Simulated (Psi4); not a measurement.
Intermolecular potential of H2 ··· CH3Cl (SMILES [H][H] and CCl). Monomers: optimised at B3LYP-D3(BJ) (def2-TZVP), held rigid. Orientation: a random orientation, not optimised. Only R, the distance of the centres of mass, is varied, so the lowest point isn't the relaxed dimer.

Geometry at R = 3.44 Å (first 2 atoms: monomer A):
```
7

H      0.3719     0.0000     0.0000
H     -0.3719     0.0000     0.0000
C     -3.4627     1.3373     1.4504
Cl    -2.3958     2.2639     0.3444
H     -4.1741     0.7781     0.8502
H     -2.8450     0.6634     2.0362
H     -3.9787     2.0408     2.0966
```

Levels of theory: PBE/def2-TZVP, counterpoise-corrected (Psi4); PBE-D3(BJ)/def2-TZVP, counterpoise-corrected (Psi4); CCSD(T)/aug-cc-pVDZ = DF-CCSD(T)/aug-cc-pVDZ, frozen core, counterpoise-corrected in Psi4.

Interaction energies in kcal/mol; the last columns give the difference from CCSD(T):

```csv
R / Å,PBE/def2-TZVP,PBE-D3(BJ)/def2-TZVP,CCSD(T)/aug-cc-pVDZ,PBE/def2-TZVP − CCSD(T)/aug-cc-pVDZ,PBE-D3(BJ)/def2-TZVP − CCSD(T)/aug-cc-pVDZ
2.83,2.29,1.76,2.89,-0.60,-1.13
3.00,1.12,0.64,1.45,-0.33,-0.81
3.22,0.33,-0.07,0.48,-0.14,-0.55
3.44,0.00,-0.34,0.05,-0.06,-0.39
3.63,-0.12,-0.40,-0.10,-0.02,-0.30
3.87,-0.16,-0.37,-0.15,0.00,-0.22
4.12,-0.14,-0.30,-0.15,0.01,-0.16
4.48,-0.10,-0.20,-0.11,0.02,-0.09
4.93,-0.05,-0.11,-0.07,0.02,-0.04
5.64,-0.01,-0.04,-0.03,0.02,-0.01
6.67,0.00,-0.01,-0.01,0.01,0.00
7.95,0.00,0.00,0.00,0.00,0.00
```

PBE/def2-TZVP is furthest from CCSD(T)/aug-cc-pVDZ at 2.83 (-0.60 kcal/mol, below); its mean absolute difference over the points is 0.10 kcal/mol.

PBE-D3(BJ)/def2-TZVP is furthest from CCSD(T)/aug-cc-pVDZ at 2.83 (-1.13 kcal/mol, below); its mean absolute difference over the points is 0.31 kcal/mol.
